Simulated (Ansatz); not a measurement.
Basis sets compared for the cluster Mg2S2⁺ (the lowest doublet isomer of a short search). The state is a doublet with charge 1. Geometry PBE0-D4/def2-TZVP. Ansatz on 4 threads of Arm Neoverse V2 on a shared host; times are rough, and most runs start from earlier orbitals.

```
atom   x (Å)   y (Å)   z (Å)
 Mg1  -0.903  -0.581   1.659
 Mg2   0.103   0.790  -1.809
  S3   0.222  -1.108  -0.373
  S4   0.578   0.900   0.523
```

The structure comes from a short search, and lower isomers may exist.

| level | functions | energy (Eh) | HOMO (eV) | LUMO (eV) | wall time |
| --- | --- | --- | --- | --- | --- |
| PBE-D4/def2-SVP | 72 | -1195.3837 | -9.14 | -8.48 | 0.85 s |
| PBE0-D4/def2-SVP | 72 | -1195.4784 | -9.55 | -8.07 | 1.4 s |

Estimate the rows for PBE-D4/def2-TZVP, PBE0-D4/def2-TZVP (with forces).


```json
{"level": "PBE-D4/def2-TZVP", "functions": "138", "energy (Eh)": "-1195.8095", "HOMO (eV)": "-9.08", "LUMO (eV)": "-8.40", "wall time": "1.4 s"}
{"level": "PBE0-D4/def2-TZVP (with forces)", "functions": "138", "energy (Eh)": "-1195.9021", "HOMO (eV)": "-9.48", "LUMO (eV)": "-7.98", "wall time": "2.5 s"}
```
